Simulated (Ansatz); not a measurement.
Ideal-gas functions of BH₄NOSe (`NB(O)[SeH]`) at 600 K and 1 bar, from an Ansatz frequency run at PBE0-D4/def2-TZVP.

Molar mass 123.81 g/mol, point group Cs (symmetry number 1), electronic degeneracy 1, moments of inertia 54.473, 183.049, 237.522 u Å². Harmonic wavenumbers (cm⁻¹, unscaled): 185, 260, 317, 345, 407, 460, 554, 578, 735, 896, 980, 1264, 1424, 1633, 2450, 3631, 3737, 3890.

Use S(trans) = R[1.5 ln M + 2.5 ln T − 1.1517]; rotational temperatures θ = 24.2544 K / I; S(rot) = R[ln(√π/σ · √(T³/θAθBθC)) + 1.5]; for each mode x = 1.438777 ν̃/T, S = R[x/(eˣ − 1) − ln(1 − e⁻ˣ)] and H = RT x/(eˣ − 1); 1 cm⁻¹ = 0.0119627 kJ/mol; R = 8.31446 J/(mol·K).

Question: By hand: the entropy, in J/(mol·K).

Answer: Translation 183.5. Rotation: θ = 0.4453, 0.1325, 0.1021 K, giving 118.3. Vibration, mode by mode: 15.14, 12.38, 10.79, 10.12, 8.84, 7.91, 6.54, 6.24, 4.60, 3.39, 2.89, 1.69, 1.24, 0.83, 0.16, 0.01, 0.01, 0.01, in all 92.8. Electronic 0.0. Sum 394.6 J/(mol·K).

Question: By hand: H − E and G − E in kJ/mol, counted from the electronic energy.

Answer: Zero-point energy ½ × 23746 × 0.0119627 = 142.0; thermal vibration 30.8; translation, rotation and pV give 4 RT = 20.0. H − E = 192.8 kJ/mol, and G − E = 192.8 − 600 × 394.6/1000 = -44.0 kJ/mol.

Vibration gives 24 % of the entropy. The sum counts one conformer and one mirror image; others add a mixing term.
